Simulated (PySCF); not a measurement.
# Spinor energies of Dy²⁺ (dysprosium, charge +2)

Start: [Xe] 4f10; 4f5/2 filled at m_j = -5/2, -3/2, -1/2, +1/2, +3/2, +5/2; 4f7/2 filled at m_j = +1/2, +3/2, +5/2, +7/2. Calculated with PySCF 2.14 in x2c-TZVPPall-2c: generalised Hartree-Fock with the X2C-1e Hamiltonian and a Gaussian nucleus; one run each with spin-orbit coupling (SO) switched off, then screened by Boettger's factors.

```json
{"spinor shell": "1s1/2", "electrons": "2", "ε, spin-free (eV)": "-54072.7", "ε, screened SO (eV)": "-54061.5", "weight of nominal j (screened SO)": "1.000", "rms radius, screened SO (bohr)": "0.0240"}
{"spinor shell": "2s1/2", "electrons": "2", "ε, spin-free (eV)": "-9140.2", "ε, screened SO (eV)": "-9136.7", "weight of nominal j (screened SO)": "1.000", "rms radius, screened SO (bohr)": "0.0971"}
{"spinor shell": "2p1/2", "electrons": "2", "ε, spin-free (eV)": "-8107.3", "ε, screened SO (eV)": "-8672.7", "weight of nominal j (screened SO)": "1.000", "rms radius, screened SO (bohr)": "0.0830"}
{"spinor shell": "2p3/2", "electrons": "4", "ε, spin-free (eV)": "-8107.3", "ε, screened SO (eV)": "-7867.6", "weight of nominal j (screened SO)": "1.000", "rms radius, screened SO (bohr)": "0.0896"}
{"spinor shell": "3s1/2", "electrons": "2", "ε, spin-free (eV)": "-2097.3", "ε, screened SO (eV)": "-2096.1", "weight of nominal j (screened SO)": "1.000", "rms radius, screened SO (bohr)": "0.250"}
{"spinor shell": "3p1/2", "electrons": "2", "ε, spin-free (eV)": "-1773.9", "ε, screened SO (eV)": "-1893.7", "weight of nominal j (screened SO)": "1.000", "rms radius, screened SO (bohr)": "0.241"}
{"spinor shell": "3p3/2", "electrons": "4", "ε, spin-free (eV)": "-1773.9", "ε, screened SO (eV)": "-1722.3", "weight of nominal j (screened SO)": "1.000", "rms radius, screened SO (bohr)": "0.255"}
{"spinor shell": "3d3/2", "electrons": "4", "ε, spin-free (eV)": "-1356.2", "ε, screened SO (eV)": "-1378.5", "weight of nominal j (screened SO)": "0.999", "rms radius, screened SO (bohr)": "0.228"}
{"spinor shell": "3d5/2", "electrons": "6", "ε, spin-free (eV)": "-1356.2", "ε, screened SO (eV)": "-1340.3", "weight of nominal j (screened SO)": "0.999", "rms radius, screened SO (bohr)": "0.231"}
{"spinor shell": "4s1/2", "electrons": "2", "ε, spin-free (eV)": "-450.18", "ε, screened SO (eV)": "-449.83", "weight of nominal j (screened SO)": "1.000", "rms radius, screened SO (bohr)": "0.564"}
{"spinor shell": "4p1/2", "electrons": "2", "ε, spin-free (eV)": "-341.23", "ε, screened SO (eV)": "-369.36", "weight of nominal j (screened SO)": "0.994", "rms radius, screened SO (bohr)": "0.579"}
{"spinor shell": "4p3/2", "electrons": "4", "ε, spin-free (eV)": "-341.23", "ε, screened SO (eV)": "-328.97", "weight of nominal j (screened SO)": "0.997", "rms radius, screened SO (bohr)": "0.609"}
{"spinor shell": "4d3/2", "electrons": "4", "ε, spin-free (eV)": "-189.65", "ε, screened SO (eV)": "-197.17", "weight of nominal j (screened SO)": "0.890", "rms radius, screened SO (bohr)": "0.655"}
{"spinor shell": "4d5/2", "electrons": "6", "ε, spin-free (eV)": "-189.65", "ε, screened SO (eV)": "-184.35", "weight of nominal j (screened SO)": "0.926", "rms radius, screened SO (bohr)": "0.664"}
{"spinor shell": "5s1/2", "electrons": "2", "ε, spin-free (eV)": "-73.208", "ε, screened SO (eV)": "-73.154", "weight of nominal j (screened SO)": "1.000", "rms radius, screened SO (bohr)": "1.41"}
{"spinor shell": "5p1/2", "electrons": "2", "ε, spin-free (eV)": "-45.064", "ε, screened SO (eV)": "-48.974", "weight of nominal j (screened SO)": "0.978", "rms radius, screened SO (bohr)": "1.58"}
{"spinor shell": "4f5/2", "electrons": "6", "ε, spin-free (eV)": "-27.559", "ε, screened SO (eV)": "-27.682", "weight of nominal j (screened SO)": "0.718", "rms radius, screened SO (bohr)": "0.943"}
{"spinor shell": "4f7/2", "electrons": "4", "ε, spin-free (eV)": "-27.559", "ε, screened SO (eV)": "-27.247", "weight of nominal j (screened SO)": "0.713", "rms radius, screened SO (bohr)": "0.949"}
```

Where does 5p3/2 lie, and what is the 5p spin-orbit splitting (screened SO)?

At -43.379 eV, 5.594 eV above 5p1/2.

| quantity | spin-free | screened SO |
| --- | --- | --- |
| E (hartree) | -12147.93963 | -12156.90765 |
| M_J | 8 | 8 |
| ⟨J²⟩ | 72.011 | 72.011 |
| ⟨L²⟩ | 42.004 | 42.753 |
| ⟨S²⟩ | 6.007 | 5.896 |

Each row is a mean over spinors that exchange with the open shell spreads, by up to 14.778 eV (4d5/2).

Rows whose weight is well below 1 are mixtures of j = l ± 1/2: exchange outweighs spin-orbit coupling there, and the label is only the starting occupation.

Breit and QED terms are absent; they matter most for the inner s and p1/2 levels.

Densities and radii are taken from the X2C orbitals without a picture-change correction, which distorts them close to the nucleus.

Without spin-orbit coupling the j labels of p, d and f shells carry no meaning; the spin-free column gives the mean over the occupied spinors of each nl shell.
